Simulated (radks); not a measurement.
Results of a calculation; reference values are marked as such.
Spherical jellium clusters: N electrons in a uniform positive sphere of charge N and radius rs N^(1/3), rs = 4.47 bohr. Level of theory: non-relativistic Kohn-Sham, PBEsol, spin-polarised, spherical densities (a radial shooting solver with Libxc functionals). Levels are named by radial order and angular momentum (1s, 1p, 1d, 2s, ...), and open shells are averaged over m.

N = 11, configuration 1s2 1p6 1d(up 3, down 0). This is the lowest configuration that the search found. Occupied levels:

level    occupation  eigenvalue (eV)  <r> (bohr)
1s up             1          -4.2770       6.620
1s down           1          -4.1093       6.092
1p up             3          -3.4739       7.735
1p down           3          -3.1609       7.461
1d up             3          -2.4331       8.654

Energy (eV): total -19.3935, kinetic 16.197, external -391.53, Hartree 193.35, exchange-correlation -36.133, background 198.72.
